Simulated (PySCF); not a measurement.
## Electron affinity of Ta by level of theory

Ta⁻ [Xe] 4f14 5d4 6s2 (5D) → Ta [Xe] 4f14 5d3 6s2 (4F), as a difference of total energies. Calculation: PySCF 2.14, in aug-cc-pVTZ-PP with ECP60MDF (6s6p5d3f2g, 88 functions); a scalar-relativistic core potential. Correlated levels: valence: 5s2 5p6 frozen. The calculations carry no spin-orbit coupling.

Task: Order these methods by the electron affinity they give, lowest first.
A. CCSD(T) (valence)
B. CCSD (valence)
C. SCS-MP2 (valence)
D. UHF

Result: C (-0.751 eV), D (-0.420 eV), B (0.150 eV), A (0.253 eV).

The reference lies between the lowest fine-structure levels, while these numbers refer to the centres of the terms.

Errors of the correlated levels include the incompleteness of this basis and the frozen core.

A negative affinity means that the anion lies above the atom at that level of theory.

The coupled-cluster amplitudes are large for Ta⁻ (T1 above 0.03 or a double amplitude above 0.15), so a single reference is strained.

For comparison: 0.329 eV (measured; photodetachment measurements, as compiled on the Wikipedia data page of electron affinities).
